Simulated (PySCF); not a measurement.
hexafluorocyclobutene (C4F6), SMILES FC1(C(F)(F)C(F)=C1F)F.

The structure is a stationary point at B3LYP-D3(BJ)/def2-SVP.

These are PySCF with TDA-LC-ωPBE/def2-SVPD values and carry that method's errors.

Vertical excitations.  State labels are in the subgroup C2v.

```tsv
state	symmetry	energy (eV)	λ (nm)	f	main pairs
S1	A2	7.57	164	0.000	HOMO−1→LUMO 94 %
S2	B2	7.73	160	0.028	HOMO→LUMO+1 86 %
S3	B1	8.30	149	0.383	HOMO→LUMO 90 %
S4	A1	9.04	137	0.004	HOMO−1→LUMO+1 84 %
S5	B2	9.67	128	0.014	HOMO−2→LUMO 89 %
S6	A2	9.77	127	0.000	HOMO−3→LUMO 89 %
T1	B1	4.49	276	0	HOMO→LUMO 95 %
T2	A2	7.19	172	0	HOMO−1→LUMO 92 %
```
Triplets are in the Tamm–Dancoff approximation.
